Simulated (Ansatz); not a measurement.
Breaking a bond: NC (cation, charge +1), lowest triplet found (which spin is the ground state isn't settled by this scan).

Level of theory: full CI/cc-pVDZ, frozen core in Ansatz (a quantum-chemistry and plane-wave program).

### Question
Relative to R = 1.28 Å, what are the energies at R = 1.15, 1.35, 1.45, 1.54 Å?

### Answer
22.4 mEh at 1.15 Å, 6.3 mEh at 1.35 Å, 25.5 mEh at 1.45 Å, 46.6 mEh at 1.54 Å.

The scan ran from 1.06 to 5.02 Å; beyond the distances shown full CI changes its symmetry label.
